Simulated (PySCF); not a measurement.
Excitation energy of O⁺ by level of theory

O⁺ [He] 2s2 2p3 (4S) → O⁺ [He] 2s1 2p3 3d1 (6D), as a difference of total energies. Computed with PySCF 2.14 in aug-cc-pwCVTZ (7s6p4d2f, 59 functions), with no relativity, point nucleus. Correlated levels: valence: 1s2 frozen. The calculations carry no spin-orbit coupling.

```tsv
method	excitation energy (eV)
UHF	37.476
MP2 (valence)	39.294
SCS-MP2 (valence)	39.782
CCSD (valence)	39.531
CCSD(T) (valence)	39.574
```

How much does correlation contribute at CCSD(T) (valence)?

39.574 − (37.476) = 2.098 eV, measured against UHF.

The upper state lies above the first ionisation limit, but in LS coupling its spin forbids autoionisation to the ground ion. A Rydberg-like electron needs more diffuse functions than a valence basis has.

The promoted electron is Rydberg-like, and one or two diffuse shells describe it only roughly, which tends to raise the upper state.
